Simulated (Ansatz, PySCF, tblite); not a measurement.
Potential energy curve for GeGa (cation, charge +1), lowest triplet found (which spin is the ground state isn't settled by this scan).

Methods: UMP2/6-31G* = unrestricted MP2 (frozen core)/6-31G*, spherical d in PySCF; GFN2-xTB, 300 K electronic temperature (tblite); UKS-B3LYP/6-31G* = unrestricted B3LYP/6-31G*, spherical d (PySCF); FCI = full CI/aug-cc-pVDZ, cores with 3d frozen (Ansatz, a program for electronic structure).

Energies relative to the lowest point of each curve between 2.53 and 3.50 Å, where full CI is lowest, in mEh; the last columns give the difference from FCI:

| R / Å | UMP2/6-31G* | GFN2-xTB | UKS-B3LYP/6-31G* | FCI | UMP2/6-31G* − FCI | GFN2-xTB − FCI | UKS-B3LYP/6-31G* − FCI |
|---|---|---|---|---|---|---|---|
| 2.53 | 8.5 | 7.4 | 9.4 | 10.8 | -2.4 | -3.5 | -1.4 |
| 2.61 | 4.8 | 5.1 | 5.5 | 6.6 | -1.8 | -1.5 | -1.1 |
| 2.72 | 1.7 | 2.2 | 2.2 | 2.8 | -1.1 | -0.6 | -0.7 |
| 2.90 | 0.0 | 0.0 | 0.0 | 0.2 | -0.2 | -0.2 | -0.2 |
| 3.05 | 0.5 | 0.0 | 0.2 | 0.0 | 0.5 | 0.0 | 0.2 |
| 3.30 | 3.2 | 2.8 | 2.5 | 1.8 | 1.5 | 1.0 | 0.7 |
| 3.50 | 6.2 | 6.2 | 5.3 | 4.1 | 2.2 | 2.1 | 1.2 |
| 3.88 | 11.9 | 13.6 | 10.9 | 8.9 | 3.0 | 4.6 | 1.9 |
| 4.29 | 17.0 | 20.8 | 16.2 | 13.8 | 3.1 | 7.0 | 2.4 |
| 4.76 | 21.1 | 26.9 | 20.9 | 18.3 | 2.8 | 8.6 | 2.6 |
| 5.29 | 24.0 | — | 24.4 | 21.7 | 2.3 | — | 2.7 |
| 6.06 | 26.3 | — | 27.0 | 24.4 | 1.9 | — | 2.6 |
| 7.03 | 27.5 | — | 27.7 | 25.9 | 1.6 | — | 1.8 |
| 8.31 | 28.1 | — | 27.0 | 26.7 | 1.4 | — | 0.3 |

UMP2/6-31G* is furthest from FCI at 4.29 (3.1 mEh, above); its mean absolute difference over the points is 1.8 mEh.

GFN2-xTB is furthest from FCI at 4.76 (8.6 mEh, above); its mean absolute difference over the points is 2.9 mEh.

UKS-B3LYP/6-31G* is furthest from FCI at 5.29 (2.7 mEh, above); its mean absolute difference over the points is 1.4 mEh.

Dashes: no converged value, or the column stops at the first point that the program doubted or that broke a chosen test of continuity, which isn't proof of a fault.

The scan ran from 1.74 to 8.31 Å; beyond the distances shown full CI changes its symmetry label.
